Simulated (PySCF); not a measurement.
**Arsenic: a sound run and one with changed settings**

Sound run: As [Ar] 3d10 4s2 4p3, As⁺ [Ar] 3d10 4s2 4p2. Calculation: PySCF 2.14, in cc-pVDZ-DK; scalar relativity by spin-free X2C-1e. In the sound run the correlated levels freeze [Ar] 3d10. The sound run starts from symmetry-adapted Hartree-Fock orbitals and uses a fine grid where one is needed.

Changed run: initial guess minao, at most 50 SCF cycles, level shift 0.1 hartree.

```json
{"species": "As", "method": "UHF", "sound run (hartree)": "-2258.91690", "changed run (hartree)": "-2258.91690", "converged": "yes"}
{"species": "As", "method": "PBE0", "sound run (hartree)": "-2260.34253", "changed run (hartree)": "-2260.34253", "converged": "yes"}
{"species": "As", "method": "r2SCAN", "sound run (hartree)": "-2260.59359", "changed run (hartree)": "-2260.59359", "converged": "yes"}
{"species": "As", "method": "MP2", "sound run (hartree)": "-2258.97105", "changed run (hartree)": "-2258.96580", "converged": "yes"}
{"species": "As", "method": "CCSD(T)", "sound run (hartree)": "-2258.98623", "changed run (hartree)": "-2258.98623", "converged": "yes"}
{"species": "As⁺", "method": "UHF", "sound run (hartree)": "-2258.57056", "changed run (hartree)": "-2258.57056", "converged": "yes"}
{"species": "As⁺", "method": "PBE0", "sound run (hartree)": "-2259.97745", "changed run (hartree)": "-2259.97745", "converged": "yes"}
{"species": "As⁺", "method": "r2SCAN", "sound run (hartree)": "-2260.22254", "changed run (hartree)": "-2260.22254", "converged": "yes"}
{"species": "As⁺", "method": "MP2", "sound run (hartree)": "-2258.61262", "changed run (hartree)": "-2258.60850", "converged": "yes"}
{"species": "As⁺", "method": "CCSD(T)", "sound run (hartree)": "-2258.62952", "changed run (hartree)": "-2258.62952", "converged": "yes"}
```

Ionisation energy of As:

```
 method  sound run (eV)  changed run (eV)
    UHF           9.425             9.425
   PBE0           9.934             9.934
 r2SCAN          10.097            10.097
    MP2           9.753             9.723
SCS-MP2           9.636             9.616
   CCSD           9.704             9.704
CCSD(T)           9.707             9.707
```

A level shift leaves the converged SCF energy unchanged but raises the virtual orbital energies, which shrinks MP2 if it is not removed.

For comparison, NIST gives 9.789 eV between the lowest levels.
